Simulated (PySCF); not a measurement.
Computed Raman spectrum (relative Raman activity) of a molecule C3H9FSi. Geometry: PBE0-D3(BJ)/def2-SVP. The values are those of a single conformer. These are PBE0-D3(BJ)/def2-SVP (PySCF) values and carry that method's errors. Frequencies are harmonic and unscaled.

Lines under 2 % of the strongest are left out, and lines within 2 cm⁻¹ are merged.

ν (cm⁻¹): 639 (w), 831 (vw), 981 (vw), 1423 (w), 1474 (w), 1480 (w), 2229 (s), 3049 (m), 3057 (vs), 3111 (m), 3140 (m), 3162 (m), 3169 (m) (against the strongest line: vs over 80 %, s over 45 %, m over 15 %, w over 4 %, vw less)

Identify the compound among the candidates.
(A) C[SiH2][C@@H](C)F
(B) C[Si](C)(C)F
(C) CC[Si@H](C)F
(D) C[SiH](C)CF

C, CC[Si@H](C)F
